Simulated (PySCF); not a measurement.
CH8FNOSi2, SMILES O[SiH2]N[SiH2]CF. Atoms are numbered in the order given.

```xyz
14

O      2.3890     1.0943     1.4255
Si     2.0051    -0.1698     0.4067
N      0.4396    -0.0074    -0.3287
Si    -0.9901    -0.9915    -0.1900
C     -2.4698     0.2033    -0.2493
F     -2.2976     1.0093    -1.3822
H      1.7798     1.2626     2.1543
H      3.0915    -0.1374    -0.6027
H      1.9580    -1.4744     1.1274
H      0.3301     0.7582    -0.9951
H     -0.9625    -1.7305     1.1041
H     -1.1531    -1.9696    -1.3063
H     -2.5015     0.8566     0.6413
H     -3.4438    -0.3124    -0.3247
```

The structure is a stationary point at B3LYP-D3(BJ)/def2-SVP. This is a generated structure with no PubChem entry under its InChIKey; it may be hypothetical. One conformer was computed; it need not be the lowest.

Two levels are set side by side: PBE/pcSseg-1 (PySCF) and HF/pcSseg-1 (PySCF). GIAO shifts against CFCl3 (¹⁹F), H2O (¹⁷O), NH3 (¹⁵N), TMS (²⁹Si), TMS (¹H), TMS (¹³C) at the same level; non-relativistic, no solvent, atoms listed together averaged. Differences are taken from unrounded values.

| quantity | PBE |
|---|---|
| δ(¹⁷O) of O1 (ppm) | 70.9 |
| δ(²⁹Si) of Si2 (ppm) | -28.8 |
| δ(¹⁵N) of N3 (ppm) | 43.3 |
| δ(²⁹Si) of Si4 (ppm) | -37.4 |
| δ(¹³C) of C5 (ppm) | 86.1 |
| δ(¹⁹F) of F6 (ppm) | -324.6 |
| δ(¹H) of H7 (ppm) | 1.60 |
| δ(¹H) of H8, H9 (ppm) | 5.29 |
| δ(¹H) of H10 (ppm) | 1.54 |

Q: These are the PBE values. What does HF give? (Estimate from the structure and the level; the computed values follow.)

A: 
```tsv
quantity	HF	PBE minus HF
δ(¹⁷O) of O1 (ppm)	39.4	31.5
δ(²⁹Si) of Si2 (ppm)	-35.3	6.4
δ(¹⁵N) of N3 (ppm)	20.6	22.8
δ(²⁹Si) of Si4 (ppm)	-34.8	-2.6
δ(¹³C) of C5 (ppm)	74.8	11.3
δ(¹⁹F) of F6 (ppm)	-263.5	-61.1
δ(¹H) of H7 (ppm)	2.01	-0.41
δ(¹H) of H8, H9 (ppm)	4.52	0.77
δ(¹H) of H10 (ppm)	1.40	0.14
```

Rough cost on one machine, each run with all the roots and properties that it gave: HF against PBE within a factor of 2.
